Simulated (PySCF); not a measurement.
Level of theory: PySCF with TPSSh-D3(BJ)/def2-TZVP // TPSS-D3(BJ)/def2-SVP. Isolated molecules, 0 K electronic values unless said otherwise. One relaxed conformer stands for a flexible species; it need not be the lowest. 

Reference species: [Mo(NH2)6] (neutral, multiplicity 1).

```json
{
  "HOMO–LUMO gap": "3.26 eV",
  "charge on the central atom (Mulliken)": "1.58 e",
  "coordination_number": "6"
}
```

After one change: the HOMO–LUMO gap decreases by 0.99 eV; the charge on the central atom (Mulliken) falls by 0.80 e; the coordination number is nearly the same.

### Question
Name the change that produced these shifts. The new species is one of these.
(A) [Mo(Cl)6]
(B) [Mo(Cl)3(NH2)3]
(C) [Mo(Cl)(NH2)5]
(D) [Mo(Cl)2(NH2)4]

### Answer
A, [Mo(Cl)6]
